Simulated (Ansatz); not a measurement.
This geometry of AlBH₅NO (9 atoms, charge 0, multiplicity 1) is a first-order saddle point.

Method: Ansatz 0.2.0, RKS BHLYP-D4/def2-SVP.

```xyz
9
Properties=species:S:1:pos:R:3
B -1.091 0.804 -1.391
Al -0.082 0.040 0.291
N 1.400 -0.954 0.187
O -0.770 0.430 1.796
H -1.960 0.201 -1.963
H -0.829 1.871 -1.882
H 1.427 -1.958 0.124
H 2.342 -0.599 0.192
H -0.437 0.164 2.646
```

Task: Which two structures does it join? (They come from a converged band through this point; their orientation in space is the band's.)

Result: No bond is made or broken. The dihedral O4–Al2–N3–H8 goes from 180 to 0°. The two ends are copies of one structure, up to a mirror image or an exchange of like atoms.

Initial state:

```xyz
9
Properties=species:S:1:pos:R:3
B -1.037 0.850 -1.410
Al -0.079 0.028 0.286
N 1.379 -0.970 0.193
O -0.775 0.366 1.797
H -1.901 0.274 -2.017
H -0.772 1.940 -1.845
H 1.867 -1.373 0.976
H 1.852 -1.225 -0.659
H -0.534 0.111 2.679
```

Final state:

```xyz
9
Properties=species:S:1:pos:R:3
B -1.036 0.851 -1.410
Al -0.081 0.028 0.287
N 1.379 -0.968 0.193
O -0.779 0.361 1.798
H -1.907 0.279 -2.011
H -0.762 1.935 -1.852
H 1.857 -1.214 -0.659
H 1.863 -1.378 0.975
H -0.533 0.105 2.678
```

Task: How far does it lie above each of them?

Result: 5.6 kcal/mol above the first and 5.6 kcal/mol above the second. This is the barrier of this one path; another mechanism may lie lower.

Time of the run: 12 min on 1 thread of Intel(R) Xeon(R) Platinum 8488C (Sapphire Rapids), on a shared host, peak memory 0.17 GiB.
